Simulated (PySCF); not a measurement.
CH3AlCl, SMILES [CH3][Al+][Cl], charge +1.

Geometry: B3LYP-D3(BJ)/def2-TZVP. The spin state was assumed, not searched. The isomer is the one that the SMILES or the coordinates give; other isomers of the formula were not compared.

Two levels are set side by side: TDA-PBE/def2-SVPD (PySCF) and TDA-LC-ωPBE/def2-SVPD (PySCF). Vertical, same geometry. The lowest singlet is HOMO−1→LUMO 99 % with PBE and HOMO−2→LUMO 89 % with the other functional; states are paired by order. Differences are taken from unrounded values.

```
quantity                               TDA-LC-ωPBE  TDA-PBE  TDA-PBE minus TDA-LC-ωPBE
-------------------------------------  -----------  -------  -------------------------
lowest singlet excitation (eV)                7.25     5.86                      -1.39
lowest triplet excitation (TDA) (eV)          5.96     5.34                      -0.62
first bright state (f over 0.05) (eV)         7.76     6.86                      -0.90
its oscillator strength                       0.07     0.06                      -0.01
```

A lower first singlet is the usual sign of a functional without exact exchange. Differences between two approximate levels are no errors against the true value.

Rough cost on one machine, each run with all the roots and properties that it gave: TDA-LC-ωPBE against TDA-PBE about 2 times.
